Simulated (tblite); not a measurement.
Species: C7H2FNSe.
SMILES: `C#Cc1[se]c(F)cc1C#N`

Method: GFN2-xTB as coded in tblite; computed harmonic values from a numerical Hessian at the method's own geometry, unscaled. The method is semi-empirical: single wavenumbers can be off by several per cent or more.

Harmonic wavenumbers (cm⁻¹): 80.5, 91.0, 124.2, 139.8, 233.3, 274.1, 332.5, 363.7, 378.8, 431.2, 438.7, 445.8, 492.1, 582.9, 592.1, 624.9, 643.6, 685.9, 810.2, 901.1, 1097.0, 1137.2, 1157.6, 1359.8, 1460.9, 1547.7, 2224.2, 2368.1, 3135.4, 3396.4.

A = 1478, B = 835.1, C = 533.6 MHz; mass 198.934 u (most abundant isotopes); point group Cs, symmetry number 1.

Task: Zero-point energy?

Result: ½Σν̃ = 13775 cm⁻¹ = 39.39 kcal/mol.

Task: What is S at 350 K and 1 bar for an ideal gas of classical rigid rotors and harmonic oscillators?

Result: Translation 42.59, rotation 31.05, vibration 30.78: S = 104.4 cal/(mol K).

Task: And Cp and H(350 K) − H(0)?

Result: Cp = 39.67 cal/(mol K), of which vibrations give 31.72 (their classical limit is 30 R = 59.6); H(350 K) − H(0) = 8.67 kcal/mol without the zero-point energy, 5.89 from vibrations.

Task: How do the functions run with temperature in this model?

Result: 
```tsv
T (K)	S (cal/(mol K))	Cp (cal/(mol K))	H − H(0) (kcal/mol)	G − H(0) (kcal/mol)	ln q(vib)
100	69.9	17.4	1.20	-5.79	1.10
200	85.4	28.3	3.50	-13.58	3.36
300	98.5	36.5	6.77	-22.80	5.80
500	119.8	46.6	15.19	-44.73	10.53
800	143.7	54.5	30.50	-84.44	16.75
1000	156.2	57.6	41.74	-114.46	20.35
```

q(vib) and H(0) count from the zero-point level.

Task: What must be added to the electronic energy to get the Gibbs energy at 350 K and 1 bar?

Result: ZPE + [H(350 K) − H(0)] − T·S = 39.39 + 8.67 − 36.55 = 11.51 kcal/mol.

Task: Blend soft modes into free rotors: weight 1/[1 + (100 cm⁻¹/ν̃)⁴] for the oscillator and the rest for a rotor with moment μB/(μ + B), μ = h/(8π²ν), B = 10⁻⁴⁴ kg m². What vibrational entropy results?

Result: 29.37 cal/(mol K) in place of 30.78, which changes −T·S at 350 K by +0.50 kcal/mol.

Hindered rotation and anharmonicity are outside this model.

Run on one thread, Arm Neoverse V2, no GPU, on a shared host. This covers the Hessian and the dipole derivatives.
